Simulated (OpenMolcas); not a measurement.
N+, P+, As+, Sb+, Bi+: ns2 np2 down the group

```
Program             : OpenMolcas
Method              : SS-CASPT2, IPEA 0.25 Eh, imaginary shift 0.1 Eh
Basis               : ANO-RCC-VTZP
Scalar Hamiltonian  : DKH2, point nucleus
Spin-orbit coupling : state interaction with AMFI integrals over the reference wave functions, term energies averaged over their components
```

Active space for each ion: 4 electrons in 4 orbitals (s p); closed shells correlated by CASPT2: N+ 1s; P+ 2s 2p; As+ 3d; Sb+ 4d; Bi+ 5d.

Computed levels in cm-1 above 3P0:

```json
{"Level": "3P1", "N+": "44.1", "P+": "144", "As+": "945", "Sb+": "2600", "Bi+": "11280"}
{"Level": "3P2", "N+": "131", "P+": "413", "As+": "2280", "Sb+": "5010", "Bi+": "15080"}
{"Level": "1D2", "N+": "15350", "P+": "8550", "As+": "9890", "Sb+": "12010", "Bi+": "29630"}
{"Level": "1S0", "N+": "31890", "P+": "20120", "As+": "21610", "Sb+": "24040", "Bi+": "40990"}
{"Level": "weight of 3P in the lowest level (%)", "N+": "100", "P+": "100", "As+": "99", "Sb+": "96", "Bi+": "85"}
```

Mixed levels, with the weight of the term that names them: Bi+ 3P2 (55 %), Bi+ 1D2 (55 %).

Measured, with the error of the calculation in %. Measured levels: N+, P+, As+, Sb+ from NIST Handbook of Basic Atomic Spectroscopic Data.

| Level | N+ | P+ | As+ | Sb+ |
| --- | --- | --- | --- | --- |
| 3P1 | 48.7 (-9.5) | 165 (-12.4) | 1063 (-11.2) | 3055 (-14.9) |
| 3P2 | 131 (+0.1) | 469 (-11.9) | 2541 (-10.3) | 5658 (-11.5) |
| 1D2 | 15316 (+0.2) | 8882 (-3.8) | 10096 (-2.1) | 12790 (-6.1) |
| 1S0 | 32689 (-2.4) | 21576 (-6.8) | 22599 (-4.4) | 23906 (+0.5) |

The fine-structure level 3P2 changes by a factor of 115 from N+ to Bi+.

Without spin-orbit coupling 1D lies 15260, 8260, 8060, 6900, 6730 cm-1 above 3P in that order; the difference to the level 1D2, of either sign, comes from spin-orbit coupling, which also lowers the zero.

CASPT2 breaks the degeneracy within a term, and the mean is taken; among the terms shown or strongly mixed into the levels shown the widest spread is 350 cm-1 (6s2 6p2 1D, Bi+). Over all roots computed the reference weight is 0.85 to 0.99 in P+, 0.86 to 0.98 in As+, 0.84 to 0.94 in Sb+, 0.82 to 0.93 in Bi+; the roots of lowest weight are the least certain, and an intruder state may touch them. Computed and measured levels are paired by configuration, term and J; levels that our copy of the source lacks, or whose pairing is in doubt (as where it misses far off the trend of its configuration), stay unpaired and out of the deviations. Levels of configurations outside the active space are missing.
